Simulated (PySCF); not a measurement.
C₆H₉ClSe.
Z-matrix (Å and degrees, PBE0-D3(BJ)/def2-SVP geometry), rows numbered from 1:
```
C 
C   1  1.3298
C   2  1.4959  1  127.01
Cl  3  1.8071  2  112.80  1    -4.30
C   3  1.5166  2  115.69  1  -127.43
Se  5  1.7630  3  121.44  2    21.63
C   5  1.4976  3  114.08  2  -158.57
C   7  1.5131  5  117.53  3  -172.30
H   1  1.0925  2  121.39  3     2.66
H   1  1.0922  2  120.58  3  -178.18
H   2  1.0957  1  120.05  3   177.97
H   3  1.1045  2  108.87  1   110.66
H   7  1.1057  5  106.73  3   -47.07
H   7  1.1087  5  106.07  3    63.67
H   8  1.1000  7  110.99  5    60.70
H   8  1.1000  7  110.26  5  -179.15
H   8  1.0995  7  111.36  5   -58.52
```

Computed with PySCF at CAM-B3LYP/def2-SVPD, non-relativistic, on one gas-phase PBE0-D3(BJ)/def2-SVP geometry that isn't relaxed in the solvent. The solvent is an IEF-PCM continuum (cavity from Bondi-type radii × 1.2), and excitations are vertical TDDFT with non-equilibrium linear response and a frozen core. The model holds no explicit solvent molecules, cavitation or dispersion. Spin–orbit coupling is left out although an atom past zinc is present.

| run | E − E(gas) (kcal/mol) | HOMO (eV) | HOMO–LUMO gap (eV) | dipole (D) | lowest singlet (eV) | static polarisability (au) |
| --- | --- | --- | --- | --- | --- | --- |
| gas | 0.00 | -7.55 | 5.96 | 2.10 | 2.00 | 114.7 |
| P | -1.98 | -7.57 | 6.00 | 2.57 | 2.04 | 133.6 |
| Q | -1.72 | -7.56 | 5.99 | 2.51 | 2.03 | 131.0 |

Question: The runs were made in benzene and cyclohexane. Which run belongs to which solvent?

Answer: P = benzene, Q = cyclohexane. The dielectric constants are 2.017 (cyclohexane), 2.271 (benzene), and the energy falls further as ε rises. The optical constants n² used for the excitations are 2.04, 2.25 in the same order. In this model the ground state sees the solvent through ε alone.

Question: How constant is the ratio of the lowering to (ε − 1)/(2ε + 1)?

Answer: 
| solvent | (ε − 1)/(2ε + 1) | E − E(gas) (kcal/mol) | ratio (kcal/mol) | polarisation term (kcal/mol) |
| --- | --- | --- | --- | --- |
| cyclohexane | 0.202 | -1.72 | -8.5 | -1.85 |
| benzene | 0.229 | -1.98 | -8.6 | -2.16 |

The ratio changes by +1.4 % in size from cyclohexane to benzene. The polarisation term is half the interaction of the solute with the induced surface charges.
